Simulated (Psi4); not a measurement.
H3HfO3, doublet, geometry from GFN2-xTB (such geometries of metal compounds can be far from the true shape) (the multiplicity is a formal guess) (core potentials on Hf). Base run: M06-2X/def2-SVP in Psi4 1.11.

Psi4 was given this input:
```
memory 2 GB

molecule mol {
0 2
  Hf    0.020035   -0.041425    0.046664
  O     1.502192   -0.121775   -1.075327
  H     1.506579    0.404216   -1.885238
  O    -0.479778   -0.819681    1.659445
  H    -1.341653   -0.587592    2.027759
  O    -1.119159    1.145423   -0.815480
  H    -0.833489    1.534236   -1.651433
}

set basis def2-svp
set reference uks

energy('m06-2x')
print_variables()
```

Each row names what was changed in the base input (with any setting that the change needs).

```
change                               ΔE vs base (mEh)  SCF cycles  grid points  basis functions
-----------------------------------  ----------------  ----------  -----------  ---------------
base                                            0.000          10       152774               89
basis_guess = true                              0.000           8       152774               89
scf_type = cd                                  -0.584          11       152774               89
guess = huckel                                  0.000          11       152774               89
scf_type = disk_df                              0.000          10       152774               89
dft_pruning_scheme = treutler                  -0.011          10        94964               89
dft_spherical_points = 590                     -0.015          10       298170               89
df_basis_scf = def2-universal-jkfit             0.000          10       152774               89
guess = gwh                                     0.000          13       152774               89
dft_spherical_points = 974                     -0.028          10       491144               89
e_convergence = 1e-8                            0.000          11       152774               89
dft_radial_points = 35                          4.343          10        72327               89
scf_initial_accelerator = none                  0.000          10       152774               89
```

Open shells are given as the SCF converged; they aren't shown to be the lowest states, and a large step between rows can be another state.
